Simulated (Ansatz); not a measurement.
Input file for Ansatz (an electronic-structure program): R-CCSD(T)/def2-SVPD on HF (SMILES F) with ghost functions.

Ansatz 0.2 input:
```yaml
crystal:
  periodic: [false, false, false]
  atoms:
    - {symbol: F, position_ang: [0.85322359, 0.72045656, 3.98835066]}
    - {symbol: H, position_ang: [0.40223778, 0.82998743, 3.17111084]}
basis:
  gaussian:
    orbitals: def2-SVPD
    ghost_atoms:
      - {symbol: Si, position_ang: [0.61402893, -1.35464198, 0.86010965]}
      - {symbol: Se, position_ang: [-0.47343933, 0.68384332, 0.98736016]}
      - {symbol: H, position_ang: [0.05015240, -2.15991716, -0.24270941]}
      - {symbol: H, position_ang: [2.01749974, -0.99593806, 0.57953026]}
      - {symbol: H, position_ang: [0.48859011, -2.07772637, 2.13964288]}
      - {symbol: H, position_ang: [-1.75219666, 0.08040352, 1.39748303]}
magnetization: {spin_polarized: false}
correlation: {method: ccsd_t, electrons: outside_noble_gas}
scf: {lower_state_search: off}
```

Program output:

```
WARN ansatz: RAYON_NUM_THREADS=1 ignored (pool sized by the plan → 1); use --threads N
Functional definition: HF
these checks for a lower state are left out or cut short: stability, starts, cluster_reference, orbital_swaps, neighbouring_geometries, increment
integrals: 0.22 GiB planned
982 factors; integrals over basis functions are off by at most 1.2e-3 eV
mean field: 0.20 GiB planned
mean field evaluation 1: about -2718.6666 eV, gradient 2.4e1 eV
mean field evaluation 2: about -2718.6671 eV, gradient 2.4e1 eV
mean field evaluation 4: about -2719.6137 eV, gradient 1.2e0 eV
mean field evaluation 8: about -2719.6184 eV, gradient 5.0e-5 eV
mean field -2719.61843669 eV, -99.9441341246 hartree, gradient 1.3e-6 eV, S^2 0.000000; 0 other end points of the search recorded, 0 dependent functions left out
1 core orbitals not correlated
reference -2719.61843669 eV, -99.9441341246 hartree; 4, 4 occupied and 123, 123 virtual orbitals, 982 factors
second order -5.84950538 eV of doubles, -0.00000000 eV of singles
coupled cluster: 0.73 GiB planned
cycle   1  -5.81085307 eV  change    3.9e-2 eV  update   5.4e-2
cycle   2  -5.92240271 eV  change   -1.1e-1 eV  update   1.4e-2
cycle   3  -5.95290141 eV  change   -3.0e-2 eV  update   6.8e-3
cycle   4  -5.95071844 eV  change    2.2e-3 eV  update   9.3e-4
cycle   5  -5.95010997 eV  change    6.1e-4 eV  update   3.4e-4
cycle   6  -5.95019087 eV  change   -8.1e-5 eV  update   8.4e-5
cycle   7  -5.95019133 eV  change   -4.6e-7 eV  update   2.9e-5
cycle   8  -5.95017785 eV  change    1.3e-5 eV  update   8.7e-6
cycle   9  -5.95017487 eV  change    3.0e-6 eV  update   2.4e-6
perturbative correction -0.10098173 eV, -0.0037110100 hartree
Total energy: -2725.66959328 eV, -100.1665100278 hartree
Checks for a lower state left out: stability, starts, cluster_reference, orbital_swaps, neighbouring_geometries, increment
```

Self-consistency was reached.

Cost: about 6 core-seconds (a rough figure).
